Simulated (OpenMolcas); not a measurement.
# Nb²⁺: effect of the basis set

* Program: OpenMolcas
* Method: MS-CASPT2, IPEA 0.25 Eh, imaginary shift 0.1 Eh (closed shells correlated: 4s 4p)
* Active space: 3 electrons in 5 orbitals (4d)
* State averaging: 2S+1 = 4 even, 10 roots; 2S+1 = 2 even, 40 roots
* Spin-orbit coupling: state interaction with AMFI integrals over the reference wave functions, term energies averaged over their components

A. ANO-R1 [6s4p3d1f], X2C, finite nucleus; CASPT2 step about 4 core-seconds
B. ANO-RCC-VDZP [6s5p3d1f], DKH2, point nucleus; CASPT2 step roughly 4 core-seconds
C. ANO-R2 [7s5p4d2f1g], X2C, finite nucleus; CASPT2 step roughly 10 core-seconds
D. ANO-RCC-VTZP [7s6p4d2f1g], DKH2, point nucleus; CASPT2 step roughly 8 core-seconds
E. ANO-RCC-VQZP [8s7p5d3f2g1h], DKH2, point nucleus; CASPT2 step roughly 40 core-seconds
F. ANO-R3 [8s6p6d3f2g1h], X2C, finite nucleus; CASPT2 step about 27 core-seconds

Energies in cm-1 above 4d3 4F 3/2, the measured ground level; measured values from the list in Shadmi, J. Res. Natl. Bur. Stand. 70A, 435 (1966).

```tsv
Level	A	B	C	D	E	F	Measured
4d3 4F 3/2	0.0	0.0	0.0	0.0	0.0	0.0	0.0
4d3 4F 5/2	527	543	514	518	515	522	516
4d3 4F 7/2	1204	1240	1174	1183	1174	1188	1177
4d3 4F 9/2	1989	2040	1936	1951	1933	1955	1939
4d3 4P 3/2 [71 %]	9330	9310	8910	8920	8880	8920	8608
4d3 4P 1/2	9380	9350	8990	8990	9000	9040	8664
4d3 2G 7/2	10130	10130	9490	9500	9200	9200	9236
4d3 4P 5/2	10290	10260	9940	9920	9960	10010	9594
4d3 2G 9/2	10740	10740	10060	10080	9770	9770	9804
4d3 2P 1/2	11740	11950	10940	11080	10830	10890	
4d3 2D 3/2(1) [65 %]	14020	14140	13450	13520	13290	13270	
4d3 2D 5/2(1)	14170	14230	13710	13740	13540	13500	13094
4d3 2H 9/2	14470	14420	13410	13460	13070	13070	12916
4d3 2H 11/2	14850	14800	13760	13810	13410	13420	13264
4d3 2F 7/2	22160	22200	20910	20990	20670	20640	19861
4d3 2F 5/2	22400	22450	21150	21230	20910	20880	19975
4d3 2D 5/2(2)	34250	34350	33140	33190	32810	32690	
4d3 2D 3/2(2)	34610	34710	33480	33530	33160	33040
```

Deviations, from unrounded energies. A percentage is the sum of absolute deviations over the sum of measured energies, with the sign that they share, or ± where signs differ.

```
                        Against measurement  Levels      A      B     C     D     E     F
             mean absolute deviation (cm-1)      13   1000   1000   410   430   270   280
      fine structure of the ground term (%)       3   +2.4   +5.4  -0.2  +0.6  -0.3  +0.9
other terms of the ground configuration (%)      10  +10.3  +10.3  +4.2  +4.5  ±2.8  ±2.9
```

E, F lie about equally close to measurement and B furthest from it. The largest miss of E in the table is 4d3 2F 5/2, by +930 cm-1. The ranking rests on the paired levels alone, and a cruder setting can come out closer through cancelling errors.

The two smallest mean deviations differ by little beside CASPT2's spread within terms, so their order carries little weight.

Among A to F the level of the table that moves most is 4d3 2D 3/2(2), by 1700 cm-1 (lowest in F, highest in B). Moves below CASPT2's spread within the term are not significant.

CASPT2 does not keep the components of a term degenerate, so their means are used; among the terms shown or strongly mixed into the levels shown the widest spread is 680 cm-1 (4d3 4F, E). Levels of configurations with an s electron are missing; early in the row they begin among the upper levels of the d shell and mix with terms of their name. The CASPT2 spread within a term exceeds the gap to the next term for 4d3 4P and 4d3 2G, 4d3 2D(1) and 4d3 2H, so the order of their levels is uncertain (figures for C; the like holds for D, E, F). Measured partners are found by configuration, term and J. A level has none where our copy of the source lacks it or the pairing is in doubt (some pairs that miss far off the trend of their configuration count as doubtful), and it then counts in no deviation. Only configurations of the active space appear. Levels that lie high or do not pair safely by name in every column are left out.

A share in square brackets marks a mixed level and gives the weight of the term that names it, the lowest over the columns. A number in round brackets counts repeated terms of one configuration in the order of the reference energies.
